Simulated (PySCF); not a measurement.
PySCF 2.14 output of a UHF calculation on a single atom or ion in aug-cc-pVTZ-DK, with scalar relativity by spin-free X2C-1e:

```
SCF conv_tol = 1e-09
number electrons alpha = 18  beta = 14
cycle= 1 E= -2096.92333053475  delta_E= -7.94e-10  |g|= 9.56e-06  |ddm|= 0.000114
converged SCF energy = -2096.92333053475  <S^2> = 6.002686  2S+1 = 5.0010743
```

The run itself started from symmetry-adapted Hartree-Fock orbitals and held the occupation by maximum overlap, so the iterations belong to that start.

Problem. Which element, charge and spin multiplicity is this?

Solution. Ge (germanium, neutral), multiplicity 5; the state was [Ar] 3d10 4s1 4p3, high-spin 5S determinant (an excited configuration).
